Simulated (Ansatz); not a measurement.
Harmonic vibrations of GeIH3 (GeH3I) by finite differences.

```yaml
crystal:
  periodic: [false, false, false]
  atoms:
    - {symbol: Ge, position_ang: [-0.001323, 0.002063, -0.225810]}
    - {symbol: I, position_ang: [0.013448, -0.020898, 2.288167]}
    - {symbol: H, position_ang: [1.456641, 0.011096, -0.696028]}
    - {symbol: H, position_ang: [-0.738486, 1.268834, -0.671594]}
    - {symbol: H, position_ang: [-0.730280, -1.261095, -0.694735]}
basis:
  gaussian: {orbitals: def2-TZVP}
hamiltonian: {xc: pbe0, dispersion: d4}
scf: {omitted_lower_state_checks: [starts]}
phonons: {temperatures: {t_min: 298.15, t_max: 900, t_step: 200}}
```

```sh
$ ansatz run in.yaml --threads 4 --pin off --events-out ev --progress --plain --max-ram 3916MiB
```

Shortened log:

```
Functional definition: PBE0
mean field -64662.16961369 eV, -2376.2909037102 hartree, gradient 6.9e-5 eV, S^2 0.000000; 0 other end points of the search recorded, 0 dependent functions left out
mean field -64662.16952863 eV, -2376.2909005845 hartree, gradient 1.2e-6 eV, S^2 0.000000; 0 other end points of the search recorded, 0 dependent functions left out
mean field -64662.16952912 eV, -2376.2909006023 hartree, gradient 1.2e-6 eV, S^2 0.000000; 0 other end points of the search recorded, 0 dependent functions left out
mean field -64662.16952898 eV, -2376.2909005973 hartree, gradient 1.2e-6 eV, S^2 0.000000; 0 other end points of the search recorded, 0 dependent functions left out
mean field -64662.16952878 eV, -2376.2909005901 hartree, gradient 1.2e-6 eV, S^2 0.000000; 0 other end points of the search recorded, 0 dependent functions left out
mean field -64662.16954973 eV, -2376.2909013600 hartree, gradient 1.2e-6 eV, S^2 0.000000; 0 other end points of the search recorded, 0 dependent functions left out
mean field -64662.16956507 eV, -2376.2909019236 hartree, gradient 1.2e-6 eV, S^2 0.000000; 0 other end points of the search recorded, 0 dependent functions left out
mean field -64662.16961188 eV, -2376.2909036439 hartree, gradient 1.2e-6 eV, S^2 0.000000; 0 other end points of the search recorded, 0 dependent functions left out
mean field -64662.16961149 eV, -2376.2909036294 hartree, gradient 1.2e-6 eV, S^2 0.000000; 0 other end points of the search recorded, 0 dependent functions left out
mean field -64662.16961149 eV, -2376.2909036294 hartree, gradient 1.2e-6 eV, S^2 0.000000; 0 other end points of the search recorded, 0 dependent functions left out
mean field -64662.16961188 eV, -2376.2909036438 hartree, gradient 1.2e-6 eV, S^2 0.000000; 0 other end points of the search recorded, 0 dependent functions left out
mean field -64662.16960160 eV, -2376.2909032662 hartree, gradient 1.2e-6 eV, S^2 0.000000; 0 other end points of the search recorded, 0 dependent functions left out
mean field -64662.16955389 eV, -2376.2909015127 hartree, gradient 1.2e-6 eV, S^2 0.000000; 0 other end points of the search recorded, 0 dependent functions left out
mean field -64662.16956707 eV, -2376.2909019969 hartree, gradient 1.2e-6 eV, S^2 0.000000; 0 other end points of the search recorded, 0 dependent functions left out
mean field -64662.16956006 eV, -2376.2909017395 hartree, gradient 1.2e-6 eV, S^2 0.000000; 0 other end points of the search recorded, 0 dependent functions left out
mean field -64662.16960839 eV, -2376.2909035156 hartree, gradient 1.2e-6 eV, S^2 0.000000; 0 other end points of the search recorded, 0 dependent functions left out
mean field -64662.16960829 eV, -2376.2909035119 hartree, gradient 1.2e-6 eV, S^2 0.000000; 0 other end points of the search recorded, 0 dependent functions left out
mean field -64662.16959896 eV, -2376.2909031691 hartree, gradient 1.2e-6 eV, S^2 0.000000; 0 other end points of the search recorded, 0 dependent functions left out
mean field -64662.16960965 eV, -2376.2909035618 hartree, gradient 1.2e-6 eV, S^2 0.000000; 0 other end points of the search recorded, 0 dependent functions left out
mean field -64662.16959516 eV, -2376.2909030295 hartree, gradient 1.2e-6 eV, S^2 0.000000; 0 other end points of the search recorded, 0 dependent functions left out
mean field -64662.16959863 eV, -2376.2909031570 hartree, gradient 1.2e-6 eV, S^2 0.000000; 0 other end points of the search recorded, 0 dependent functions left out
mean field -64662.16957760 eV, -2376.2909023839 hartree, gradient 1.2e-6 eV, S^2 0.000000; 0 other end points of the search recorded, 0 dependent functions left out
mean field -64662.16957151 eV, -2376.2909021604 hartree, gradient 1.2e-6 eV, S^2 0.000000; 0 other end points of the search recorded, 0 dependent functions left out
mean field -64662.16959939 eV, -2376.2909031848 hartree, gradient 1.2e-6 eV, S^2 0.000000; 0 other end points of the search recorded, 0 dependent functions left out
mean field -64662.16961012 eV, -2376.2909035793 hartree, gradient 1.2e-6 eV, S^2 0.000000; 0 other end points of the search recorded, 0 dependent functions left out
mean field -64662.16959542 eV, -2376.2909030390 hartree, gradient 1.2e-6 eV, S^2 0.000000; 0 other end points of the search recorded, 0 dependent functions left out
mean field -64662.16959888 eV, -2376.2909031661 hartree, gradient 1.2e-6 eV, S^2 0.000000; 0 other end points of the search recorded, 0 dependent functions left out
mean field -64662.16957173 eV, -2376.2909021685 hartree, gradient 1.2e-6 eV, S^2 0.000000; 0 other end points of the search recorded, 0 dependent functions left out
mean field -64662.16957772 eV, -2376.2909023884 hartree, gradient 1.2e-6 eV, S^2 0.000000; 0 other end points of the search recorded, 0 dependent functions left out
mean field -64662.16959885 eV, -2376.2909031650 hartree, gradient 1.2e-6 eV, S^2 0.000000; 0 other end points of the search recorded, 0 dependent functions left out
mean field -64662.16960981 eV, -2376.2909035678 hartree, gradient 1.2e-6 eV, S^2 0.000000; 0 other end points of the search recorded, 0 dependent functions left out
Total energy: -64662.24614866 eV, -2376.2937163188 hartree
Atom 0 at    -0.001323     0.002063    -0.225810 Å, force    -0.000012     0.000013    -0.000112 eV/Å
Atom 1 at     0.013448    -0.020898     2.288167 Å, force     0.000021     0.000011    -0.000328 eV/Å
Atom 2 at     1.456641     0.011096    -0.696028 Å, force    -0.000347    -0.000006     0.000178 eV/Å
Atom 3 at    -0.738486     1.268834    -0.671594 Å, force     0.000173    -0.000308     0.000140 eV/Å
Atom 4 at    -0.730280    -1.261095    -0.694735 Å, force     0.000165     0.000290     0.000122 eV/Å
Dipole moment:    -0.001947     0.003028    -0.331600 e Å
Vibrations: 253.04 542.49 542.54 814.35 869.60 869.64 2171.55 2185.39 2185.39 cm⁻¹, zero-point energy 0.646824 eV
Checks for a lower state left out: starts
```

Hardware: 4 threads of Intel Xeon on a shared host. Wall time 34 s.

In the def2 sets I takes a core potential; there is no spin–orbit coupling.
